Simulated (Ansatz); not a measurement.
Two isomers of C2H8OSi2: A = `O/C=C/[SiH2][SiH3]`, B = `O=CC([SiH3])[SiH3]`.

Calculated with Ansatz (gas phase, PBE0-D4/def2-TZVP geometries, no zero-point term in ΔE). CBS: MP2 limit from def2 TZ/QZ plus the TZ coupled-cluster correction, frozen cores. DFT in def2-TZVPP. B3LYP here is the variant with VWN-RPA as its local correlation; programs differ in this. One conformer a species, not always the lowest.

Q: Which isomer does CCSD(T)/CBS put lower? Give the gap. (An estimate is asked.)

A: Computed: B, by 8.3 kcal/mol.

Q: Give E(B) − E(A) in kcal/mol with MP2/def2-TZVPP, B3LYP, PBE-D4, ωB97M-V, CCSD(T)/def2-TZVPP, r2SCAN-D4, PBE0-D4. (Estimate.)

A: Computed: MP2/def2-TZVPP -11.4, B3LYP -6.3, PBE-D4 -5.7, ωB97M-V -9.9, CCSD(T)/def2-TZVPP -9.5, r2SCAN-D4 -7.3, PBE0-D4 -6.3. None reverses the order clearly.

Largest T1 diagnostic: 0.014.

The D4 term adds −1.7 kcal/mol with B3LYP and −0.9 kcal/mol with PBE0; it sums over pairs of atoms, weighted by their polarisabilities, and B3LYP, whose exchange is more repulsive, gets the larger term. From PBE to PBE0 (25 % exact exchange), in def2-TZVPP and without D4, E(B) − E(A) moves by −0.8 kcal/mol.
